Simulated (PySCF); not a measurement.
Screening by computed properties: pick the candidate that meets the target.

Species are written as SMILES; each is one conformer at its optimised geometry, gas phase, non-relativistic unless stated. Electronic properties by PySCF.

Dipoles, sizes and rotational constants follow the conformer. The torsions of the flexible species, by atom-mapped SMILES:
- `[CH2:1]=[C:2]1[CH2:3][O:4][Si@@:5]1([CH2:6][C:7]#[N:8])[O:9][SiH3:10]`: O4–Si5–C6–C7 166°, O4–Si5–O9–Si10 -160°
- `[O:1]=[CH:2][c:3]1[cH:4][cH:5][cH:6][c:7]2[c:8]1[CH:9]=[CH:10][SiH2:11]2`: O1–C2–C3–C4 0°
- `[CH:1]#[C:2][c:3]1[n:4][n:5][n:6][c:7]([C:8]([F:9])([F:10])[F:11])[c:12]1[CH3:13]`: N6–C7–C8–F9 -123°
- `[CH2:1]=[CH:2][CH2:3][CH2:4][N+:5]1([CH3:6])[CH2:7][CH2:8][CH2:9]1`: C1–C2–C3–C4 123°, C2–C3–C4–N5 -61°, C3–C4–N5–C6 -56°
- `[CH3:1][CH2:2][O:3][c:4]1[cH:5][cH:6][c:7]([CH3:8])[cH:9][cH:10]1`: C1–C2–O3–C4 180°, C2–O3–C4–C5 180°
- `[CH3:1][CH2:2][C:3]1([CH2:4][F:5])[SiH2:6][PH:7][SiH2:8]1`: C1–C2–C3–C4 60°, C2–C3–C4–F5 175°

(1) Wanted: dipole moment between 3 D and 5 D (PBE0/pcSseg-1) and smallest rotational constant below 0.8 GHz (GFN2-xTB), at GFN2-xTB geometries. Which candidate meets both?
A. `C#CC1=C(C)C(C(F)(F)F)=NN=N1`
B. `FC1=C[SiH2]C=C[SiH2]1`
C. `C=C1CO[Si@@]1(CC#N)O[SiH3]`
D. `O=CC1=C2C=C[SiH2]C2=CC=C1`

(2) Wanted: HOMO energy between -7.3 eV and -6.9 eV (PBE0/pcSseg-1) and HOMO–LUMO gap below 5.5 eV (PBE0/pcSseg-1), at GFN2-xTB geometries. Which candidate meets both?
A. `C=C1CO[Si@@]1(CC#N)O[SiH3]`
B. `[SiH2]1P[SiH2]C1(CC)CF`
C. `CCOC1=CC=C(C)C=C1`
D. `C=CCC[N+]1(C)CCC1`
E. `O=Cc1cccc2c1C=C[SiH2]2`
F. `FC1=C[SiH2]C=C[SiH2]1`
G. `C#Cc1nnnc(C(F)(F)F)c1C`

## Answers

(1) D. Computed values:
```csv
species,dipole moment,smallest rotational constant
FC1=C[SiH2]C=C[SiH2]1,1.85 D,0.998 GHz
C=C1CO[Si@@]1(CC#N)O[SiH3],2.79 D,0.603 GHz
O=CC1=C2C=C[SiH2]C2=CC=C1,3.51 D,0.542 GHz
C#CC1=C(C)C(C(F)(F)F)=NN=N1,5.63 D,0.458 GHz
```

(2) E. Computed values:
```csv
species,HOMO energy,HOMO–LUMO gap
C=CCC[N+]1(C)CCC1,-11.33 eV,7.77 eV
C=C1CO[Si@@]1(CC#N)O[SiH3],-7.95 eV,7.19 eV
FC1=C[SiH2]C=C[SiH2]1,-7.74 eV,6.71 eV
C#Cc1nnnc(C(F)(F)F)c1C,-7.59 eV,4.83 eV
O=Cc1cccc2c1C=C[SiH2]2,-7.02 eV,4.98 eV
[SiH2]1P[SiH2]C1(CC)CF,-6.86 eV,6.24 eV
CCOC1=CC=C(C)C=C1,-6.17 eV,6.09 eV
```
